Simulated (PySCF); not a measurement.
Calculation: B3LYP-D3(BJ)/def2-TZVP // BP86-D3(BJ)/def2-SVP in PySCF. All species are isolated molecules in the gas phase. B3LYP has the VWN-RPA correlation part, as in Gaussian. 

Reference species: [Zn(F)2] (neutral, multiplicity 1).

```json
{
  "coordination_number": "2",
  "HOMO": "-10.29 eV"
}
```

Changed species: [Zn(H)2] (2 of 2 F replaced by H; the reference has 0 of 2 F replaced by H).

Give the shifts of the coordination number and HOMO.

the coordination number is nearly the same; the HOMO rises by 2.45 eV, to -7.84 eV.
